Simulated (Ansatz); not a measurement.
```yaml
crystal:
  periodic: [false, false, false]
  atoms:
    - {symbol: N, position_ang: [0.698318, -2.646544, 1.983938]}
    - {symbol: C, position_ang: [0.342944, -1.693540, 0.967139]}
    - {symbol: Si, position_ang: [-0.212008, -0.157799, -0.621362]}
    - {symbol: F, position_ang: [-2.092691, -0.384316, -1.103872]}
    - {symbol: F, position_ang: [0.924171, -0.419023, -2.190424]}
    - {symbol: C, position_ang: [0.104541, 1.947846, 0.188511]}
    - {symbol: N, position_ang: [0.311351, 3.268500, 0.719071]}
basis:
  gaussian: {orbitals: STO-3G}
hamiltonian: {xc: {name: BLYP}, dispersion: d3bj}
accuracy: high
```

```sh
$ ansatz run in.yaml --threads 4 --pin off --events-out ev --progress --plain --max-ram 10444MiB
```

Shortened log:

```
Functional definition: BLYP
745 factors; integrals over basis functions are off by at most 3.1e-8 eV
mean field evaluation 1: about -18105.9502 eV, gradient 6.5e1 eV
mean field evaluation 2: about -17819.4087 eV, gradient 2.5e2 eV
mean field evaluation 4: about -18117.0438 eV, gradient 2.1e1 eV
mean field evaluation 8: about -18118.9102 eV, gradient 2.6e0 eV
mean field evaluation 16: about -18118.6956 eV, gradient 4.3e-3 eV
mean field -18118.69558150 eV, -665.8497813272 hartree, gradient 1.2e-8 eV, S^2 0.000000; 0 other end points of the search recorded, 0 dependent functions left out
reference -18118.69562456 eV, -665.8497829097 hartree; 29, 29 occupied and 10, 10 virtual orbitals, 745 factors
Total energy: -18119.01224414 eV, -665.8614184645 hartree
```

Hardware: 4 threads of an Intel Xeon on a shared host. Wall time 2 s, peak host memory 0.48 GiB.
